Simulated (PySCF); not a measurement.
## Interval between two levels of Mn by level of theory

Mn [Ar] 3d5 4s2 [6S5/2, M_J = 5/2] → Mn [Ar] 3d6 4s1 [6D9/2, M_J = 9/2], as a difference of total energies. Calculation: PySCF 2.14, in x2c-TZVPall-2c with one added diffuse shell each of s, p, d type (7s8p5d1f, 63 functions); the two-component X2C-1e Hamiltonian. Correlated levels: [Ne] frozen; the 6 highest virtual spinors dropped. "Screened" scales the spin-orbit matrix elements by Boettger's factors to mimic the two-electron term; Breit and QED terms are absent.

| method | interval between two levels (cm⁻¹) | error (cm⁻¹) |
| --- | --- | --- |
| GHF (spin-free) | 27932 | +10880 |
| GMP2 (spin-free) | 16875 | -178 |
| GHF (screened spin-orbit) | 27702 | +10649 |
| GMP2 (screened spin-orbit) | 16618 | -435 |

Reference: 17052 cm⁻¹ (measured; NIST Handbook of Basic Atomic Spectroscopic Data (Sansonetti and Martin, J. Phys. Chem. Ref. Data 34, 1559 (2005))).

Errors of the correlated levels include the incompleteness of this basis and the frozen core.

The labels give the starting determinants; with spin-orbit coupling the two ends relaxed to ⟨J²⟩ = 8.77, ⟨L²⟩ = 0.00, ⟨S²⟩ = 8.77 and ⟨J²⟩ = 24.78, ⟨L²⟩ = 6.01, ⟨S²⟩ = 8.76.
